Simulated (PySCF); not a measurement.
**Al (aluminium, neutral): UHF calculation**

Configuration: [Ne] 3s1 3p2, high-spin 4P determinant (an excited configuration). All numbers are calculated (PySCF 2.14, the non-relativistic Hamiltonian (point nucleus), in aug-cc-pwCVDZ).

```json
{
  "Total energy": "-241.785522 hartree",
  "One-electron energy": "-336.0176 hartree",
  "Hartree (Coulomb) energy": "112.3973 hartree",
  "Exchange energy": "-18.1653 hartree",
  "Kinetic energy": "241.78005 hartree",
  "⟨S²⟩": "3.7500",
  "⟨L²⟩": "2.022",
  "Sum of ⟨r⟩": "13.98 bohr",
  "Sum of ⟨r²⟩": "35.03 bohr²",
  "Traceless quadrupole moment −½Σ⟨3z² − r²⟩ along its main axis": "5.25 e·bohr²",
  "Density at the nucleus (Gaussians lack the cusp)": "1360 bohr⁻³",
  "Spin density at the nucleus": "2.91 bohr⁻³",
  "Langevin diamagnetic susceptibility": "-27.7 ×10⁻⁶ cm³/mol"
}
```

```json
{"shell": "1s α", "electrons": "1", "mean orbital energy (hartree)": "-58.54539", "spread (hartree)": "0", "rms radius, mean of both spins (bohr)": "0.140"}
{"shell": "1s β", "electrons": "1", "mean orbital energy (hartree)": "-58.52792", "spread (hartree)": "0", "rms radius, mean of both spins (bohr)": "0.140"}
{"shell": "2s α", "electrons": "1", "mean orbital energy (hartree)": "-4.95826", "spread (hartree)": "0", "rms radius, mean of both spins (bohr)": "0.678"}
{"shell": "2s β", "electrons": "1", "mean orbital energy (hartree)": "-4.92792", "spread (hartree)": "0", "rms radius, mean of both spins (bohr)": "0.678"}
{"shell": "2p α", "electrons": "3", "mean orbital energy (hartree)": "-3.27061", "spread (hartree)": "0.00838", "rms radius, mean of both spins (bohr)": "0.674"}
{"shell": "2p β", "electrons": "3", "mean orbital energy (hartree)": "-3.24541", "spread (hartree)": "0.01171", "rms radius, mean of both spins (bohr)": "0.674"}
{"shell": "3s α", "electrons": "1", "mean orbital energy (hartree)": "-0.52238", "spread (hartree)": "0", "rms radius, mean of both spins (bohr)": "2.73"}
{"shell": "3p α", "electrons": "2", "mean orbital energy (hartree)": "-0.26177", "spread (hartree)": "0", "rms radius, mean of both spins (bohr)": "3.45"}
```

Spin-orbit constants ζ (cm⁻¹) from the X2C one-electron operator on these orbitals (non-relativistic here): bare nucleus, nucleus screened by l(l+1)(2l+1)/3 electrons, and screened by the Breit-Pauli mean field of the electrons.

```csv
shell,bare,screened nucleus,mean field
2p,2638,2232,2046
3p,97.79,82.75,74.03
```

To first order the Landé constant is A = 24.68 cm⁻¹, so the lowest level has J = 1/2 and lies 0.00765 eV below the centre of the term. This holds in LS coupling only.
